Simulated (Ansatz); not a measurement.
Job for Ansatz (a quantum-chemistry and plane-wave program): R-r2SCAN/def2-TZVPPD on CH6GeO2 (a complex), monomers drawn apart or pushed together. Files ending in .json are basis or fitting sets from the Basis Set Exchange.

Ansatz 0.2 input:
```yaml
crystal:
  periodic: [false, false, false]
  atoms:
    - {symbol: Ge, position_ang: [-0.28487261, 0.14269139, 0.13678956]}
    - {symbol: H, position_ang: [-0.81388557, -0.21854167, -1.26177694]}
    - {symbol: H, position_ang: [-0.68262781, 1.57598804, 0.49631305]}
    - {symbol: H, position_ang: [1.23215911, -0.05081856, 0.19211862]}
    - {symbol: H, position_ang: [-0.95349594, -0.83098348, 1.13506136]}
    - {symbol: O, position_ang: [1.07099611, 0.89456408, 4.71516337]}
    - {symbol: C, position_ang: [0.64742149, 0.23200516, 5.62058538]}
    - {symbol: O, position_ang: [-0.22550848, -0.77651633, 5.50078830]}
    - {symbol: H, position_ang: [0.92107594, 0.36521416, 6.67499780]}
    - {symbol: H, position_ang: [-0.45032890, -0.87138247, 4.55635188]}
basis:
  gaussian:
    orbitals: def2-TZVPPD.json
hamiltonian:
  xc: {name: r2SCAN}
scf: {lower_state_search: off}
```

It printed:

```
WARN ansatz: RAYON_NUM_THREADS=1 ignored (pool sized by the plan → 1); use --threads N
Functional definition: r2SCAN
these checks for a lower state are left out or cut short: stability, starts, cluster_reference, orbital_swaps, neighbouring_geometries, increment
integrals: 0.20 GiB planned
1269 factors; their error is unknown
mean field: 1.30 GiB planned
mean field evaluation 1: about -61740.4305 eV, gradient 6.1e1 eV
mean field evaluation 2: about -61728.7175 eV, gradient 1.0e2 eV
mean field evaluation 4: about -61746.0440 eV, gradient 8.3e0 eV
mean field evaluation 8: about -61746.1621 eV, gradient 2.1e-1 eV
mean field evaluation 16: about -61746.1426 eV, gradient 1.8e-4 eV
mean field -61746.14262286 eV, -2269.1288883514 hartree, gradient 2.3e-6 eV, S^2 0.000000; 0 other end points of the search recorded, 0 dependent functions left out
reference -61746.14264365 eV, -2269.1288891156 hartree; 30, 30 occupied and 243, 243 virtual orbitals, 1269 factors
Total energy: -61746.14264365 eV, -2269.1288891156 hartree
Checks for a lower state left out: stability, starts, cluster_reference, orbital_swaps, neighbouring_geometries, increment
```

The run converged.

Cost: around 2.5 core-seconds (rough).
